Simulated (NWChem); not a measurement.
System: Se cation, quartet

Input file for NWChem:

```
start job
memory heap 200 mb stack 900 mb global 1100 mb
charge 1
geometry units angstroms noautoz
  Se     0.000000     0.000000     0.000000
end
basis spherical
  * library cc-pvqz
end
dft
  odft
  mult 4
  xc pbe0
  iterations 150
  mulliken
end
task dft energy
```

No stability test was run on the SCF state.

Question: Predict the main results of this run. (PBE0/cc-pVQZ, spin-unrestricted.) Quantities: basis functions; energy (Ha); highest occupied level (eV); lowest empty minus highest occupied level, either spin (eV); <S²>.

Answer: The number of basis functions is 68. The energy (Ha) comes out as -2400.90. The highest occupied level (eV) is -17.86. The lowest empty minus highest occupied level, either spin (eV) is 5.47 and the <S²> is 3.75.
